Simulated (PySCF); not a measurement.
# Ionisation energy of Pd³⁰⁺ by level of theory

Pd³⁰⁺ [Ne] 3s2 3p4 (3P) → Pd³¹⁺ [Ne] 3s2 3p3 (4S), as a difference of total energies. Computed with PySCF 2.14 in an even-tempered Gaussian basis (18 s from 3.9 bohr⁻², ratio 2.5; 12 p from 5 bohr⁻², ratio 2.5; 5 d from 24 bohr⁻², ratio 2.7; 4 f from 36 bohr⁻², ratio 2.7), with the spin-free X2C one-electron Hamiltonian (Gaussian nucleus). Correlated levels: outer shells: 1s2 frozen; virtual orbitals above 40 to 60 times the deepest correlated orbital energy dropped. The calculations carry no spin-orbit coupling.

```
                method  ionisation energy (eV)
                   UHF                  1785.5
    MP2 (outer shells)                  1786.6
SCS-MP2 (outer shells)                  1786.6
   CCSD (outer shells)                  1786.5
CCSD(T) (outer shells)                  1786.5
```

Spin-orbit coupling is strong in these open shells (close to jj coupling). The scalar numbers leave it out and a first-order estimate fails, so it can dominate the gap to the real levels.

Breit and QED terms and the two-electron picture change are absent.

For comparison: 1781.3 ± 2.3 eV (semi-empirical (NIST evaluation); NIST Atomic Spectra Database, ionization energies).
